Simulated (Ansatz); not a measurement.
Cost and result for the atomization energy of `O[SiH2]O[SiH2]F` (10 atoms, 9 bonds).

Z-matrix (Å, degrees):
```
Si
O 1 1.639
O 1 1.637 2 111.7
H 1 1.483 2 106.8 3 -122.0
H 1 1.476 2 108.8 3 116.5
Si 2 1.618 1 144.1 3 1.0
H 3 0.959 1 118.6 2 -70.2
F 6 1.599 2 108.8 1 45.7
H 6 1.476 2 108.8 1 162.9
H 6 1.478 2 111.2 1 -72.0
```

Charge 0, multiplicity 1. All single points use the PBE0-D4/def2-TZVP geometry. It is one conformer, not always the lowest. Program: Ansatz. Hardware: A = 2 threads of an AMD EPYC 7R13 on a shared host; B = 2 threads of an AMD EPYC 7R13 on a shared host and a share of an NVIDIA H100 80 GB. Times are those of one run each, without the atoms' runs, and a repeat can differ threefold. Electronic energies, without spin–orbit coupling; frozen cores. CCSD(T)/CBS adds CCSD(T) − MP2 in def2-TZVPP to the MP2 limit, and its time is that of the two runs behind it. T1 = 0.012. B3LYP takes the VWN-RPA correlation (the form of Gaussian; ORCA's B3LYP/G).

CCSD(T)/CBS is a level of theory with its own doubt, some kJ/mol a heavy atom from the limit and from the frozen cores, so smaller differences don't rank the functionals.

```csv
level,functions,atomization (kcal/mol),difference from CCSD(T)/CBS,per bond
ωB97M-V/def2-TZVPP (with forces) [A],247,905.5,-5.0,-0.6
PBE0-D4/def2-TZVPP [A],247,885.4,-25.1,-2.8
MP2/def2-QZVPP [B],461,920.8,10.3,1.1
ωB97X-V/def2-TZVPP [A],247,906.9,-3.6,-0.4
B3LYP-D4/def2-TZVPP (with forces) [A],247,898.3,-12.2,-1.4
r2SCAN-D4/def2-TZVPP (with forces) [A],247,902.3,-8.2,-0.9
B2PLYP/def2-TZVPP [A],247,894.0,-16.5,-1.8
CCSD(T)/CBS(def2),–,910.5,0.0,0.0
CCSD(T)/def2-TZVPP [B],247,882.6,-27.9,-3.1
PBE-D4/def2-TZVPP (with forces) [A],247,899.9,-10.6,-1.2
```

(1) Order the runs by time, with rough figures. (An estimate is asked.)

Answers

(1) The calculation gave: PBE-D4/def2-TZVPP (with forces) [A] 2.8 s; PBE0-D4/def2-TZVPP [A] 3.6 s; r2SCAN-D4/def2-TZVPP (with forces) [A] 5.5 s; MP2/def2-QZVPP [B] 5.5 s; B3LYP-D4/def2-TZVPP (with forces) [A] 6 s; B2PLYP/def2-TZVPP [A] 6.5 s; CCSD(T)/def2-TZVPP [B] 7.5 s; ωB97X-V/def2-TZVPP [A] 8 s; ωB97M-V/def2-TZVPP (with forces) [A] 12 s; CCSD(T)/CBS(def2) 13 s.

In def2-TZVPP, CCSD(T) changes the Hartree–Fock value by +211.8 kcal/mol (the triples alone add +10.9 kcal/mol) and MP2 by +232.7 kcal/mol; breaking electron pairs costs correlation energy, which Hartree–Fock lacks. The D4 term adds +7.9 kcal/mol with B3LYP and +4.1 kcal/mol with PBE0; it sums over pairs of atoms, weighted by their polarisabilities, and B3LYP, whose exchange is more repulsive, gets the larger term. From PBE to PBE0 (25 % exact exchange), in def2-TZVPP and without D4, the atomization energy moves by −13.7 kcal/mol: exact exchange takes away binding that semilocal exchange gives to molecules.
